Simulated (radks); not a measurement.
Coulomb parameter of the 4f shell of the erbium ion Er3+ in the model configuration [Xe] 4f9.5 6s1.5, as a second difference U = [E(n + 0.5) + E(n - 0.5) - 2 E(n)] / (0.5)^2 with all orbitals relaxed. "Bare": the charge of the atom changes with n. "Screened": the 6s shell takes up the change at fixed total charge, which measures U(4f,4f) + U(6s,6s) - 2 U(4f,6s). Calculated with a radial shooting solver on a logarithmic mesh with Libxc functionals: scalar-relativistic Kohn-Sham, r2SCAN, spin-unpolarised, spherical densities, finite nucleus; meta-GGA in the generalised Kohn-Sham scheme; Fermi nuclear charge, rms radius 5.2516 fm.

case              configuration  E - E(n) (eV)
start          [Xe] 4f9.5 6s1.5          0.000
bare +0.5       [Xe] 4f10 6s1.5        -23.438
bare -0.5        [Xe] 4f9 6s1.5         28.869
screened +0.5     [Xe] 4f10 6s1        -11.386
screened -0.5      [Xe] 4f9 6s2         13.728

U(bare) = 21.723 eV, U(screened by 6s) = 9.368 eV, against the Slater integral F0(4f,4f) = 35.252 eV with frozen orbitals.
